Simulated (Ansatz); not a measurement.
A series at Ge: from `[OH][GeH2][O][SiH](O)O`, ligands are replaced one by one, each step taking up H₂ and setting free H₂O; n counts the steps. Ansatz, PBE0-D4/def2-TZVP geometries. Each molecule was computed in one conformer, which needn't be the lowest.

```csv
n,molecule,"HOMO energy, ωB97M-V/def2-TZVPP (eV)"
0,`[OH][GeH2][O][SiH](O)O`,-10.81
1,`O[SiH](O)[O][GeH3]`,-11.06
2,`O[SiH2][O][GeH3]`,?
3,`[SiH3][O][GeH3]`,-10.77
```

By hand: fit a straight line y = ȳ + b (n − n̄) to the 3 given rows and predict n = 2.

n̄ = 1.333, ȳ = -10.880; Σ(n − n̄)(y − ȳ) = 0.150, Σ(n − n̄)² = 4.667, so b = 0.032 eV a step. Prediction: -10.880 + (0.032) × (0.667) = -10.86 eV.

By hand: compare with the computed value, -10.83 eV, and give the steps along the whole series.

The line misses by 0.03 eV (computed minus predicted). Steps: -0.25, 0.23, 0.06 eV.

The steps change sign along the series, so a line is a poor guide. The highest orbital can change its character along such a series. The miss is 10.3 % of the series' range.
